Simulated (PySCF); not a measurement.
NICS in isomers of C7H7N3.

Definitions: NICS(0) = −σiso at the ring centroid; NICS(1) = −σiso and NICS(1)zz = −σzz at ±1 Å along the ring normal z. Level: GIAO PBE0/pcSseg-1 (PySCF, non-relativistic, gas phase) on the GFN2-xTB geometries, one conformer each. Atom numbers follow the mapped SMILES.

Question: Order these rings by mean NICS(1)zz, lowest (most negative) first (ppm).
A. ring N5–C6–C7–C8–C9–C10 in `[CH3:1][c:2]1[n:3][n:4][n:5]2[cH:6][cH:7][cH:8][cH:9][c:10]12`
B. ring C4–C5–C6–C7–C8–C9 in `[CH3:1][n:2]1[n:3][c:4]2[cH:5][cH:6][cH:7][cH:8][c:9]2[n:10]1`
C. ring N4–N5–C6–C7–N10 in `[CH:1]#[C:2][CH2:3][n:4]1[n:5][cH:6][c:7]([CH:8]=[CH2:9])[n:10]1`
D. ring C2–N3–N4–C5–C6–C9 in `[CH3:1][c:2]1[n:3][n:4][cH:5][c:6]([C:7]#[N:8])[c:9]1[CH3:10]`
E. ring C3–N4–C5–N7–N8–C9 in `[CH:1]#[C:2][c:3]1[n:4][c:5]([CH3:6])[n:7][n:8][c:9]1[CH3:10]`
F. ring C6–C7–N8–N9–C10 in `[NH2:1][c:2]1[cH:3][cH:4][cH:5][c:6]2[cH:7][n:8][nH:9][c:10]12`

Answer: F (-31.6), C (-30.6), B (-27.5), D (-26.0), E (-24.1), A (-21.5).

| SMILES | ring | NICS(0) | NICS(1) | NICS(1)zz | HOMA | rms pucker (Å) | ring atoms with four or more neighbours |
| --- | --- | --- | --- | --- | --- | --- | --- |
| Nc1cccc2cn[nH]c12 | 5-membered ring with 2 N; formal bonds all aromatic | -13.4 | -12.3 | -31.6 | 0.87 | 0.00 | 0 |
| C#CCn1ncc(C=C)n1 | 5-membered ring with 3 N; formal bonds all aromatic | -12.3 | -12.5 | -30.6 | 0.97 | 0.00 | 0 |
| Cn1nc2ccccc2n1 | 6-membered carbocycle; formal bonds all aromatic | -8.8 | -11.1 | -27.5 | 0.86 | 0.00 | 0 |
| Cc1nncc(C#N)c1C | 6-membered ring with 2 N; formal bonds all aromatic | -5.8 | -11.3 | -26.0 | 0.95 | 0.00 | 0 |
| C#Cc1nc(C)nnc1C | 6-membered ring with 3 N; formal bonds all aromatic | -3.6 | -10.6 | -24.1 | 0.95 | 0.01 | 0 |
| Cc1nnn2ccccc12 | 6-membered ring with N; formal bonds all aromatic | -7.1 | -9.0 | -21.5 | 0.85 | 0.00 | 0 |

NICS(0) gives another order. The isotropic NICS(1) gives another order. Over the 6 rings with a HOMA value its correlation coefficient with NICS(1)zz is -0.17. HOMA uses Krygowski's 1993 parameters. NICS(1) and NICS(1)zz are means over the two faces.
